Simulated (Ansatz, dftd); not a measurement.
Species: SiH₂SF, charge 0, doublet. SiH2SF (SMILES F[SiH2][S], doublet).
B3LYP-D3(BJ)/def2-TZVP minimum from Ansatz (a quantum-chemistry and plane-wave program):
```
Si
F 1 1.6018
H 1 1.4770 2 107.31
H 1 1.4770 3 113.26 2 -118.25
S 1 2.1086 3 107.61 4 -118.80
```
Charge 0, spin multiplicity 2.

Property: atomisation energy (electronic, to ground-state atoms), in kJ/mol. Open shells are spin-unrestricted; no spin-orbit coupling. Correlated methods leave the cores frozen. Rows without X2C or -DK are non-relativistic. CBS(X,Y): correlation extrapolated as X^-3, Hartree-Fock from the larger set. A bracket is a step between two methods taken in the basis named. Functionals run without relativity, which enters their misses. 'core' is core correlation in cc-pwCVTZ (1s frozen past Ne), 'X2C' scalar relativity in cc-pVTZ-DK, both at CCSD(T). Where a partner has so few electrons that a lower coupled-cluster level is exact, that level stands in.

Compared with CCSD(T)/CBS(cc-pV(T+d)Z,cc-pV(Q+d)Z) + [CCSDT(Q) - CCSD(T)]/cc-pV(D+d)Z + core + X2C (Ansatz): 1565.4 kJ/mol.

Costs are rough ratios of core time, to one figure, on one kind of shared machine, summed over the single points of the molecules; atoms, geometries and frequencies are left out. The first row took roughly 10 core seconds; short runs hold start-up time.

```csv
level,program,cost relative to the first row
PBE0-D3(BJ)/def2-TZVPD,Ansatz + dftd3,1
CAM-B3LYP-D4/def2-TZVPD,Ansatz + dftd4,1
CAM-B3LYP/def2-TZVPD,Ansatz,1
r2SCANh/def2-TZVPD,Ansatz,1
r2SCAN/def2-TZVPD,Ansatz,2
CCSD(T)/cc-pV(T+d)Z,Ansatz,10
CCSDT(Q)/cc-pV(D+d)Z,Ansatz,30
```

Task: Which is the cheapest listed level within 1 kcal/mol (4.2 kJ/mol) of that value?

Result: r2SCAN/def2-TZVPD.
```json
[
 {"level": "PBE0-D3(BJ)/def2-TZVPD", "difference (kJ/mol)": "-28.1"},
 {"level": "CAM-B3LYP-D4/def2-TZVPD", "difference (kJ/mol)": "-5.8"},
 {"level": "CAM-B3LYP/def2-TZVPD", "difference (kJ/mol)": "-13.3"},
 {"level": "r2SCANh/def2-TZVPD", "difference (kJ/mol)": "-12.1"},
 {"level": "r2SCAN/def2-TZVPD", "difference (kJ/mol)": "0.5"},
 {"level": "CCSD(T)/cc-pV(T+d)Z", "difference (kJ/mol)": "-60.1"},
 {"level": "CCSDT(Q)/cc-pV(D+d)Z", "difference (kJ/mol)": "-174.4"}
]
```
